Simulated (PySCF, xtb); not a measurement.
CH3BrOSe, SMILES CO[Se]Br.

GFN2-xTB run with xtb at its own geometry gives an orbital gap of 2.88 eV and a dipole moment of 4.59 D.

Coordinates come from a PBE0-D3(BJ)/def2-SVP optimisation. The structure was generated by enumeration, and PubChem lists no compound with its InChIKey, so it may never have been made. One conformer was computed; it need not be the lowest.

What does PBE/def2-TZVP (PySCF) give? (An estimate is asked for; the answer gives what the named calculation found.)

gap 2.32 eV (levels -5.44 and -3.12 eV), dipole 1.73 D.
